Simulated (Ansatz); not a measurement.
Start from `CB(F)[SeH]` and change one element to get `FB([SiH3])[SeH]`.

Ansatz, PBE0-D4/def2-TZVP geometries, multiplicity 1. Each molecule was computed in one conformer, which needn't be the lowest.

Scalar relativity is left out up to krypton.

| property | `CB(F)[SeH]` |
| --- | --- |
| HOMO energy (B3LYP/def2-TZVPP) / eV | -7.27 |
| HOMO energy (ωB97M-V/def2-TZVPP) / eV | -9.65 |
| LUMO energy (ωB97M-V/def2-TZVPP) / eV | 1.71 |
| size of the dipole moment (ωB97M-V/def2-TZVPP) / D | 1.80 |
| HOMO energy (PBE/def2-TZVPP) / eV | -6.38 |
| HOMO–LUMO gap (PBE/def2-TZVPP) / eV | 5.09 |

**Question.** Give the same properties after the change, and the shifts. (Best estimate.)

**Answer.** Ansatz gave: 
```json
{"property": "HOMO energy (B3LYP/def2-TZVPP) / eV", "`FB([SiH3])[SeH]`": "-7.61", "shift": "-0.34"}
{"property": "HOMO energy (ωB97M-V/def2-TZVPP) / eV", "`FB([SiH3])[SeH]`": "-9.97", "shift": "-0.32"}
{"property": "LUMO energy (ωB97M-V/def2-TZVPP) / eV", "`FB([SiH3])[SeH]`": "0.50", "shift": "-1.21"}
{"property": "size of the dipole moment (ωB97M-V/def2-TZVPP) / D", "`FB([SiH3])[SeH]`": "0.46", "shift": "-1.34"}
{"property": "HOMO energy (PBE/def2-TZVPP) / eV", "`FB([SiH3])[SeH]`": "-6.75", "shift": "-0.37"}
{"property": "HOMO–LUMO gap (PBE/def2-TZVPP) / eV", "`FB([SiH3])[SeH]`": "4.38", "shift": "-0.71"}
```

With PBE0 the HOMO falls by 0.34 eV and the LUMO falls by 1.15 eV, so the gap narrows by about 0.81 eV. PBE moves the HOMO by -0.37 eV and ωB97M-V by -0.32 eV. Dipoles are sizes alone; their direction can turn.

B3LYP here is the variant with VWN-RPA as its local correlation; programs differ in this.

Spin–orbit coupling is left out; it splits and shifts lone-pair levels of the heavy atoms by tenths of an eV.
